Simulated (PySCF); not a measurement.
C₂H₂, charge +1, doublet, geometry from GFN2-xTB (a state made from the parent by changing its charge; the spin is typed, not shown lowest); R2SCAN/3-21G run with PySCF.

Input for PySCF:
```python
from pyscf import gto, scf, dft

mol = gto.M(
    atom='''
C    -0.005518    0.032082    0.612324
C    -0.017105    0.044938   -0.611300
H     0.052121   -0.213586   -1.666241
H     0.083618   -0.248535    1.660100
''',
    basis='3-21g',
    charge=1,
    spin=1,
    verbose=4,
    symmetry=True,
)

mf = dft.UKS(mol)
mf.xc = 'r2scan'
mf.irrep_nelec = {'A1': (3, 3), 'A2': (1, 0), 'B1': (1, 1), 'B2': (2, 2)}
mf.kernel()
mf.analyze()
```

It wrote (shortened):

```
PySCF version 2.14.0

[INPUT] verbose = 4
[INPUT] num. atoms = 4
[INPUT] num. electrons = 13
[INPUT] charge = 1
[INPUT] spin (= nelec alpha-beta = 2S) = 1
[INPUT] symmetry True subgroup None
[INPUT] Mole.unit = angstrom
[INPUT] Symbol           X                Y                Z      unit          X                Y                Z       unit  Magmom
[INPUT]  1 C     -0.005518000000   0.032082000000   0.612324000000 AA   -0.010427508755   0.060626193528   1.157124659498 Bohr   0.0
[INPUT]  2 C     -0.017105000000   0.044938000000  -0.611300000000 AA   -0.032323765361   0.084920512586  -1.155189579947 Bohr   0.0
[INPUT]  3 H      0.052121000000  -0.213586000000  -1.666241000000 AA    0.098494415338  -0.403619044041  -3.148739147521 Bohr   0.0
[INPUT]  4 H      0.083618000000  -0.248535000000   1.660100000000 AA    0.158015119084  -0.469663082369   3.137134339390 Bohr   0.0

nuclear repulsion = 24.3308807797549
point group symmetry = C2v
symmetry origin: [ 1.34980437e-07 -1.34980437e-07  4.04941312e-07]
symmetry axis x: [-0.95942607 -0.2818938   0.00612321]
symmetry axis y: [ 0.00946821 -0.01050556  0.99989999]
symmetry axis z: [-0.28180128  0.9593881   0.01274834]
num. orbitals of irrep A1 = 9
num. orbitals of irrep A2 = 2
num. orbitals of irrep B1 = 2
num. orbitals of irrep B2 = 9
number of shells = 14
number of NR pGTOs = 36
number of NR cGTOs = 22
basis = 3-21g
ecp = {}

******** <class 'pyscf.dft.uks_symm.SymAdaptedUKS'> ********
method = SymAdaptedUKS
initial guess = minao
damping factor = 0
level_shift factor = 0
DIIS = <class 'pyscf.scf.diis.CDIIS'>
diis_start_cycle = 1
diis_space = 8
diis_damp = 0
SCF conv_tol = 1e-09
SCF conv_tol_grad = None
SCF max_cycles = 50
direct_scf = True
direct_scf_tol = 1e-13
number electrons alpha = 7  beta = 6
irrep_nelec {'A1': (3, 3), 'A2': (1, 0), 'B1': (1, 1), 'B2': (2, 2)}
XC library pyscf.dft.libxc version 7.1.2
    S. Lehtola, C. Steigemann, M. J. T. Oliveira, and M. A. L. Marques,  SoftwareX 7, 1–5 (2018)
XC functionals = r2scan
    J. W. Furness, A. D. Kaplan, J. Ning, J. P. Perdew, and J. Sun,  J. Phys. Chem. Lett. 11, 8208–8215 (2020)
    J. W. Furness, A. D. Kaplan, J. Ning, J. P. Perdew, and J. Sun,  J. Phys. Chem. Lett. 11, 9248–9248 (2020)
    J. W. Furness, A. D. Kaplan, J. Ning, J. P. Perdew, and J. Sun,  J. Phys. Chem. Lett. 11, 8208–8215 (2020)
    J. W. Furness, A. D. Kaplan, J. Ning, J. P. Perdew, and J. Sun,  J. Phys. Chem. Lett. 11, 9248–9248 (2020)
radial grids:
    Treutler-Ahlrichs [JCP 102, 346 (1995); DOI:10.1063/1.469408] (M4) radial grids

becke partition: Becke, JCP 88, 2547 (1988); DOI:10.1063/1.454033
pruning grids: <function nwchem_prune>
grids dens level: 3
symmetrized grids: True
atomic radii adjust function: <function treutler_atomic_radii_adjust>
small_rho_cutoff = 0
Freeze 13 electrons in irreps ['A1', 'A2', 'B1', 'B2']
    0 free electrons in irreps
Set gradient conv threshold to 3.16228e-05
tot grids = 47856
init E= -76.8552132024203

cycle= 1 E= -76.0991945025809  delta_E= 0.756  |g|= 0.151  |ddm|= 1.85

cycle= 2 E= -76.1082690869844  delta_E= -0.00907  |g|= 0.109  |ddm|= 0.375

cycle= 3 E= -76.1150553855573  delta_E= -0.00679  |g|= 0.00597  |ddm|= 0.144

cycle= 4 E= -76.1150985191503  delta_E= -4.31e-05  |g|= 0.00193  |ddm|= 0.0147

cycle= 5 E= -76.1151030925215  delta_E= -4.57e-06  |g|= 0.000668  |ddm|= 0.005

cycle= 6 E= -76.1151036372439  delta_E= -5.45e-07  |g|= 0.000166  |ddm|= 0.00117

cycle= 7 E= -76.1151036826526  delta_E= -4.54e-08  |g|= 3.21e-05  |ddm|= 0.000375

cycle= 8 E= -76.1151036875031  delta_E= -4.85e-09  |g|= 8.71e-06  |ddm|= 0.000151

cycle= 9 E= -76.1151036879589  delta_E= -4.56e-10  |g|= 1.12e-06  |ddm|= 5.51e-05

Extra cycle  E= -76.1151036879629  delta_E= -3.98e-12  |g|= 4.61e-07  |ddm|= 3.51e-06
converged SCF energy = -76.1151036879629  <S^2> = 0.75361038  2S+1 = 2.0036071
**** SCF Summaries ****
Total Energy =                         -76.115103687962915
Nuclear Repulsion Energy =              24.330880779754860
One-electron Energy =                 -144.834225354355965
Two-electron Energy =                   44.388240886638187
Two-electron Coulomb Energy =           55.467280136852473
DFT Exchange-Correlation Energy =      -11.079039250214286
Wave-function symmetry = A2
alpha occupancy for each irrep:     A1   A2   B1   B2
                                     3    1    1    2
beta  occupancy for each irrep:     A1   A2   B1   B2
                                     3    0    1    2
**** MO energy ****
alpha MO #1 (B2 #1), energy= -10.4152619026846 occ= 1
alpha MO #2 (A1 #1), energy= -10.4151882722425 occ= 1
alpha MO #3 (A1 #2), energy= -1.13763211710049 occ= 1
alpha MO #4 (B2 #2), energy= -0.859318062982957 occ= 1
alpha MO #5 (A1 #3), energy= -0.802256347545769 occ= 1
alpha MO #6 (B1 #1), energy= -0.652367851457305 occ= 1
alpha MO #7 (A2 #1), energy= -0.359556829110138 occ= 1
alpha MO #8 (A1 #4), energy= -0.635918256746215 occ= 0
alpha MO #9 (B2 #3), energy= -0.354971500416409 occ= 0
alpha MO #10 (B2 #4), energy= -0.153504837705787 occ= 0
alpha MO #11 (A1 #5), energy= -0.0990883481441767 occ= 0
alpha MO #12 (B2 #5), energy= 0.199661688026812 occ= 0
alpha MO #13 (B1 #2), energy= 0.358389125391927 occ= 0
alpha MO #14 (A1 #6), energy= 0.360170681189954 occ= 0
alpha MO #15 (A1 #7), energy= 0.447508701439964 occ= 0
alpha MO #16 (A2 #2), energy= 0.44994155159855 occ= 0
alpha MO #17 (B2 #6), energy= 0.464895902444916 occ= 0
alpha MO #18 (A1 #8), energy= 0.718602417982097 occ= 0
alpha MO #19 (B2 #7), energy= 0.774106734162981 occ= 0
alpha MO #20 (B2 #8), energy= 0.894210975867575 occ= 0
alpha MO #21 (A1 #9), energy= 0.928270808698686 occ= 0
alpha MO #22 (B2 #9), energy= 1.46980294512674 occ= 0
beta  MO #1 (A1 #1), energy= -10.4058574080513 occ= 1
beta  MO #2 (B2 #1), energy= -10.4057589300634 occ= 1
beta  MO #3 (A1 #2), energy= -1.11728274926766 occ= 1
beta  MO #4 (B2 #2), energy= -0.836861023100409 occ= 1
beta  MO #5 (A1 #3), energy= -0.790499965651905 occ= 1
beta  MO #6 (B1 #1), energy= -0.593664124033887 occ= 1
beta  MO #7 (A1 #4), energy= -0.618176390931835 occ= 0
beta  MO #8 (B2 #3), energy= -0.326931501769395 occ= 0
beta  MO #9 (A2 #1), energy= -0.276871117024266 occ= 0
beta  MO #10 (B2 #4), energy= -0.134759507937112 occ= 0
beta  MO #11 (A1 #5), energy= -0.0890639612237426 occ= 0
beta  MO #12 (B2 #5), energy= 0.232998472587044 occ= 0
beta  MO #13 (A1 #6), energy= 0.38036980991115 occ= 0
beta  MO #14 (B1 #2), energy= 0.420709629070977 occ= 0
beta  MO #15 (A1 #7), energy= 0.460275935107769 occ= 0
beta  MO #16 (B2 #6), energy= 0.491276454098988 occ= 0
beta  MO #17 (A2 #2), energy= 0.539428222924079 occ= 0
beta  MO #18 (A1 #8), energy= 0.73922021354033 occ= 0
beta  MO #19 (B2 #7), energy= 0.818343344889886 occ= 0
beta  MO #20 (B2 #8), energy= 0.901170394310762 occ= 0
beta  MO #21 (A1 #9), energy= 0.953568141599245 occ= 0
beta  MO #22 (B2 #9), energy= 1.51697999943592 occ= 0
 ** Mulliken pop alpha/beta on meta-lowdin orthogonal AOs **
 ** Mulliken pop       alpha | beta **
pop of  0 C 1s        0.99978 | 0.99980
pop of  0 C 2s        0.53976 | 0.51748
pop of  0 C 3s        0.00416 | 0.00371
pop of  0 C 2px       0.91358 | 0.46216
pop of  0 C 2py       0.09880 | 0.06246
pop of  0 C 2pz       0.58017 | 0.57443
pop of  0 C 3px       0.00904 | 0.00046
pop of  0 C 3py       0.00095 | 0.00023
pop of  0 C 3pz       0.00556 | 0.00540
pop of  1 C 1s        0.99978 | 0.99980
pop of  1 C 2s        0.53976 | 0.51748
pop of  1 C 3s        0.00416 | 0.00371
pop of  1 C 2px       0.91263 | 0.46116
pop of  1 C 2py       0.09518 | 0.05869
pop of  1 C 2pz       0.58474 | 0.57919
pop of  1 C 3px       0.00903 | 0.00045
pop of  1 C 3py       0.00093 | 0.00021
pop of  1 C 3pz       0.00558 | 0.00543
pop of  2 H 1s        0.33749 | 0.36275
pop of  2 H 2s        0.01071 | 0.01113
pop of  3 H 1s        0.33749 | 0.36275
pop of  3 H 2s        0.01071 | 0.01113
In total             7.00000 | 6.00000
 ** Mulliken atomic charges   ( Nelec_alpha | Nelec_beta ) **
charge of  0C =      0.22207  (     3.15180      2.62612 )
charge of  1C =      0.22207  (     3.15180      2.62612 )
charge of  2H =      0.27793  (     0.34820      0.37388 )
charge of  3H =      0.27793  (     0.34820      0.37388 )

WARN: System has nonzero charge 1; the dipole moment is origin-dependent.
Location of origin: [0. 0. 0.]

Dipole moment(X, Y, Z, Debye): -0.02988,  0.10173,  0.00135
```
